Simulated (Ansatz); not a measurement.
C₇H₁₀, SMILES `CCC1C=CC=C1`, relaxed with RKS PBE-D4/def2-SVP in Ansatz from a rough embedded geometry. The force threshold is 0.03 eV/Å; the program also tests the step.

Total charge 0; spin multiplicity 1.

Start:

```xyz
17

C    -2.284    0.579    0.476
C    -1.181   -0.504    0.208
C     0.276   -0.055    0.493
C     1.207   -1.135    0.373
C     2.153   -0.820   -0.603
C     1.870    0.530   -1.082
C     0.753    1.002   -0.446
H    -3.236    0.204    0.341
H    -2.167    0.991    1.487
H    -2.088    1.458   -0.216
H    -1.273   -0.826   -0.846
H    -1.436   -1.342    0.854
H     0.379    0.338    1.518
H     1.248   -2.077    0.825
H     2.974   -1.407   -0.960
H     2.457    1.078   -1.823
H     0.346    1.985   -0.600
```

Q: How much energy does the relaxation release, and in how many steps? (An estimate is asked.)

A: Computed: 11.07 kcal/mol, in 6 steps.

Q: Which bonds change most? (Best estimate.)

A: Computed: C3–C4 from 1.431 to 1.508 Å; C1–H8 from 1.033 to 1.109 Å; C4–H14 from 1.045 to 1.099 Å; C1–C2 from 1.569 to 1.529 Å.

Q: Give the relaxed structure. (An estimate is asked.)

A: The calculation gave: 
```xyz
17

C    -2.241    0.612    0.482
C    -1.217   -0.495    0.232
C     0.250   -0.061    0.461
C     1.252   -1.176    0.293
C     2.202   -0.800   -0.606
C     1.900    0.555   -1.084
C     0.765    1.002   -0.478
H    -3.276    0.236    0.354
H    -2.158    1.015    1.514
H    -2.108    1.462   -0.218
H    -1.308   -0.874   -0.809
H    -1.431   -1.360    0.896
H     0.324    0.329    1.508
H     1.188   -2.135    0.827
H     3.064   -1.401   -0.932
H     2.506    1.109   -1.816
H     0.288    1.981   -0.623
```
